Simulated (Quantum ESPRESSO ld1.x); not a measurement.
The numbers below are computed, except where a source is named.
Q: All-electron atom: the gadolinium ion Gd34+ in [Ar] 3d10 4s2. Level of theory: scalar-relativistic Kohn-Sham, LDA (Slater exchange, Perdew-Wang correlation), spin-polarised, spherical densities, point nucleus (ld1.x of Quantum ESPRESSO 7.5). Some entries of the table are withheld. Estimate them.

| orbital | occ. | eigenvalue (hartree) | <r> (bohr) |
|---|---|---|---|
| 1s | 2 | -1890.05 | 0.02192 |
| 2s | 2 | -353.182 | (1) |
| 2p | 6 | -320.029 | 0.08220 |
| 3s | 2 | -114.051 | 0.2407 |
| 3p | 6 | (2) | 0.2382 |
| 3d | 10 | (3) | (4) |
| 4s | 2 | -53.9955 | (5) |
| 4p | 0 | -50.1024 | 0.4959 |
| 5s | 0 | (6) | 0.8182 |

A: 
(1) 2s <r> (bohr): 0.09317
(2) 3p eigenvalue (hartree): -103.753
(3) 3d eigenvalue (hartree): -90.5015
(4) 3d <r> (bohr): 0.2151
(5) 4s <r> (bohr): 0.4857
(6) 5s eigenvalue (hartree): -31.4893
